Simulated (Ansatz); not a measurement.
Gas-phase electronic energies from Ansatz, PBE0-D4/def2-TZVP geometries. CCSD(T)/CBS adds triple-zeta CCSD(T) − MP2 to the extrapolated MP2 energy (def2 sets, frozen cores). This one scheme is used for every species. DFT in def2-TZVPP. def2 core potentials past Kr. For Sn outer-core shells are correlated without core-valence functions, which leaves a few kJ/mol of doubt a bond. Each species was taken in one conformer, which may not be the lowest.

Consider the substitution at a C–C bond: `FCCF` + `[OH][SnH3]` → `FC[O][SnH3]` + `CF`.

`FCCF`:

Z-matrix (Å, degrees):
```
C
C 1 1.498
F 1 1.378 2 110.9
H 1 1.095 2 109.4 3 119.5
H 1 1.094 2 110.5 3 -120.0
F 2 1.378 1 110.9 3 71.2
H 2 1.096 1 109.4 3 -169.4
H 2 1.094 1 110.5 3 -48.8
```

`[OH][SnH3]`:

Z-matrix (Å, degrees):
```
Sn
O 1 1.970
H 1 1.709 2 108.5
H 1 1.698 2 103.1 3 119.8
H 1 1.709 2 108.5 3 -120.5
H 2 0.959 1 113.2 3 60.0
```

`FC[O][SnH3]`:

Cartesian coordinates in Å:
```
F 1.762 -0.135 -0.586
C 1.172 -0.615 0.588
O 0.117 0.156 0.944
Sn -1.226 0.626 -0.449
H 0.896 -1.657 0.367
H 1.940 -0.571 1.367
H -1.459 -0.780 -1.384
H -2.575 1.037 0.500
H -0.628 1.939 -1.346
```

`CF`:

```xyz
5

C     0.045   -0.038    0.014
F    -0.978    0.825   -0.304
H     0.110   -0.814   -0.752
H    -0.160   -0.493    0.986
H     0.983    0.520    0.056
```

```json
{"level": "r2SCAN", "ΔE (kcal/mol)": "3.0"}
{"level": "r2SCANh", "ΔE (kcal/mol)": "3.2"}
```

Q: What does CCSD(T)/CBS give? (An estimate is asked.)

A: Computed: +3.7 kcal/mol. The listed levels differ from it by -0.7, -0.5 kcal/mol.

Largest T1 diagnostic among the species: 0.014.

The D4 term adds −0.7 kcal/mol with B3LYP and −0.4 kcal/mol with PBE0; it sums over pairs of atoms, weighted by their polarisabilities, and B3LYP, whose exchange is more repulsive, gets the larger term. At CCSD(T), def2-SVP lies −4.5 kcal/mol from the extrapolated value and def2-TZVPP −0.6 kcal/mol.

B3LYP here is the variant with VWN-RPA as its local correlation; programs differ in this.
